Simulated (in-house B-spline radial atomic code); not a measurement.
**Sb V (Sb4+): [Ar] 3d10 4s2 4p5 4d10 5s1 5d1 (an excited or competing configuration)**

Method: non-relativistic PBE, spin-polarised, spherical fractional occupations, point nucleus. Calculated with a B-spline radial code for spherical atoms.

Effective charges: Z_r = [3n² - l(l+1)]/(2<r>) from the radius, Z_e = n√(-2ε) from the energy, and Slater's rules. Values are occupation-weighted means over spin.

```
shell  electrons   ε (eV)  <r> (bohr)    Z_r    Z_e  Slater
   1s          2   -29230     0.02982  50.30  46.35   50.70
   2s          2    -4392      0.1287  46.63  35.93   46.85
   2p          6  -4118.9      0.1097  45.59  34.80   46.85
   3s          2  -903.72      0.3438  39.26  24.45   39.75
   3p          6  -790.29      0.3346  37.36  22.86   39.75
   3d         10  -579.73      0.3054  34.38  19.58   29.85
   4s          2  -191.42      0.8138  29.49  15.00   23.60
   4p          5  -152.81      0.8536  26.94  13.41   23.60
   4d         10  -87.178      0.9766  21.50  10.13   12.85
   5s          1  -53.475       1.945  19.28   9.91    8.55
   5d          1  -28.467       2.753  12.53   7.23    5.00
```

The least bound orbital is 5d up at -28.47 eV, and it is also the most diffuse (<r> = 2.753 bohr). The part-filled 4p shell lies below the filled 4d shell in orbital energy.
